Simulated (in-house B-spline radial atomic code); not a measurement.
wB97X excitations of Ca

Method: wB97X. Computed with an all-electron radial atomic-structure program (B-spline basis): linear response of the closed shell [Ar] 4s2 with the functional's adiabatic kernel; scalar-relativistic (spin-free one-electron X2C), finite nucleus, no spin-orbit coupling, no double excitations, S, P, D and F terms only; shells from n = 2 respond.

Command:
```bash
python run_td.py task.json out
```
Settings (radii: box in bohr, nucleus in fm):
```
Z                        20
electrons                20
configuration            [Ar] 4s2
hamiltonian              x2c
method                   wb97x
box_radius               75
rms_radius               3.4776
intervals                78
```

Time taken, with all properties: 1 s on 1 thread of AMD EPYC 9R45 96-Core Processor (Zen 5) (shared host).

The lowest states, in the order of their Tamm-Dancoff energies; the method's threshold (minus the highest occupied level) is 5.932 eV. Labels give the largest channel, * marks a mixed state, and oscillator strengths are full-response dipole values. Measured ¹D terms are left out, since they can mix with doubly excited terms. Semilocal kernels can invert the small singlet-triplet splittings of Rydberg terms. Energies in eV:

```tsv
state	full response	Tamm-Dancoff	oscillator strength	measured (J-weighted term)
4s → 3d 3D	?	?	-	?
4s → 4p 3P	2.124	2.182	-	1.892
4s → 3d 1D	2.221	2.253	-	-
4s → 4p 1P	3.097	3.274	1.86	2.933
4s → 5s 3S	3.905	3.924	-	3.910
4s → 5s 1S	4.173	4.191	-	4.131
4s → 5p 3P	?	?	-	?
4s → 4d 3D	4.555	4.570	-	4.681
4s → 4d 1D	4.610	4.620	-	-
4s → 5p 1P	4.701	4.727	0.0594	4.554
```

Q: Where does 4s → 3d 3D lie?

A: At 1.952 eV in full response, 1.967 eV in Tamm-Dancoff; measured 2.524 eV.

Q: Where does 4s → 5p 3P lie?

A: At 4.404 eV in full response, 4.415 eV in Tamm-Dancoff; measured 4.534 eV.

Q: How large is the singlet-triplet splitting of 4s → 3d (D terms) in Tamm-Dancoff?

A: 0.286 eV, from the unrounded values.

Q: What polarisabilities and dispersion coefficient does the method give?

A: Dipole 150.7 bohr³, quadrupole 2790 bohr⁵, C6 2045 hartree·bohr⁶ for two such species. Recommended dipole value: 160.8 ± 4 bohr³ (Schwerdtfeger and Nagle, table of static dipole polarizabilities (2023 update)), which includes relativity and correlation.
